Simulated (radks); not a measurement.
The numbers below are computed, except where a source is named.
Mean orbital radii <r> (bohr) of neutral chlorine, [Ne] 3s2 3p5, at several levels of relativity; Dirac values are averaged over j with weights 2j + 1. Spin-unpolarised spherical Kohn-Sham, PBE, point nucleus unless stated (finite: rms radius 3.3654 fm), a radial shooting solver on a logarithmic mesh with Libxc functionals. A level marked "c x" has the speed of light scaled by that factor and shares open shells by 2j + 1; other Dirac levels either fill j = l - 1/2 first or share by 2j + 1.

shell  non-rel.  scalar-rel.  Dirac, 2j+1 shares  Dirac, c x 0.85  change of magnitude, last against first (%)
1s      0.09142      0.09097             0.09097          0.09079                                        -0.68
2s       0.4463       0.4442              0.4441           0.4432                                        -0.71
2p       0.4076       0.4069              0.4069           0.4066                                        -0.24
3s        1.542        1.536               1.536            1.533                                        -0.56
3p        1.844        1.844               1.844            1.844                                        -0.02
